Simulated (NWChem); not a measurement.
Species: CH3CdI; SMILES [CH3][Cd][I]

```xyz
6

Cd     0.0000     0.0000     1.0761
I      0.0000     0.0000    -1.5367
C      0.0000     0.0000     3.1857
H     -0.6239    -0.8244     3.5592
H     -0.4020     0.9525     3.5592
H      1.0259    -0.1281     3.5592
```
Atoms are numbered in this order, from 1.

Computed with NWChem. Medium grid unless said otherwise, to which SCAN and Minnesota functionals are sensitive. Geometry: optimised at PBE0/def2-SVP. def2 effective core potentials on Cd, I; no spin-orbit coupling.

For level B3LYP/def2-SVP:

- highest occupied level (eV): -6.95
- orbital gap (eV): 5.76
- dipole (D): 2.70

### Question
How do the values read with level M06-2X/def2-SVP instead?

### Answer
The highest occupied level (eV) comes out as -8.34 and the orbital gap (eV) is 8.05. The dipole (D) comes out as 2.95.
